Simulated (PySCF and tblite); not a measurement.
The numbers below are computed, except where a source is named.
C6H8O2, numbered as in [CH:1]#[C:2][CH:3]1[CH2:4][O:5][CH2:6][O:7][CH2:8]1.

Free energies: PBE0-D3(BJ)/def2-TZVP on PBE0-D3(BJ)/def2-SVP structures plus GFN2-xTB thermal terms, symmetry and mirror images included. Conformers within 4 kcal/mol (GFN2-xTB free energy) were kept, 7 at most. GIAO shieldings: PBE0/pcSseg-1. Shifts are against TMS (¹H), TMS (¹³C) at the same level; of two unlike H on one atom, a is the less shielded. Programs: PySCF with density fitting and tblite.

**Question.** What shifts does this protocol give at 298.15 K under fast conformational exchange?

**Answer.** ¹H: 4.88 (H6a, 1H), 4.32 (H6b, 1H), 4.07 (H4a/H8a, 2H), 3.23 (H4b/H8b, 2H), 2.65 (H3, 1H), 1.92 (H1, 1H) ppm. ¹³C: 94.6 (C6), 83.7 (C2), 77.8 (C1), 71.8 (C4/C8), 28.5 (C3) ppm.

**Question.** How do the conformers differ?

**Answer.** The 6-ring runs over atoms 3–4–5–6–7–8. Of a mirror pair one member is shown.
```
conformer                                                          shape  weight %
        1                     6-ring chair (all substituents equatorial)      98.2
        2                                        6-ring chair (C2 axial)       1.8
        3  6-ring twist-boat (ring torsions 67, -37, -32, 70, -36, -27°)       0.0
```

| signal | 1 | 2 | 3 | average |
| --- | --- | --- | --- | --- |
| H1 | 1.92 | 1.95 | 2.03 | 1.92 |
| H3 | 2.67 | 1.78 | 2.69 | 2.65 |
| H4a/H8a | 4.08 | 3.45 | 3.70 | 4.07 |
| H4b/H8b | 3.22 | 4.04 | 3.63 | 3.23 |
| H6a | 4.88 | 4.39 | 4.82 | 4.88 |
| H6b | 4.30 | 5.02 | 4.98 | 4.32 |
| C1 | 77.8 | 75.4 | 77.1 | 77.8 |
| C2 | 83.6 | 88.5 | 87.6 | 83.7 |
| C3 | 28.5 | 29.7 | 31.4 | 28.5 |
| C4/C8 | 71.8 | 71.4 | 65.8 | 71.8 |
| C6 | 94.6 | 95.1 | 94.2 | 94.6 |

**Question.** Which signal moves most, for its nucleus, between 150 and 400 K through the change of populations alone?

**Answer.** H3: 2.66 ppm at 150 K, 2.66 ppm at 200 K, 2.66 ppm at 250 K, 2.65 ppm at 298.15 K, 2.62 ppm at 400 K.

Shifts are unscaled: against experiment ¹³C can be off by 15 ppm or more and ¹H by 0.8 ppm.
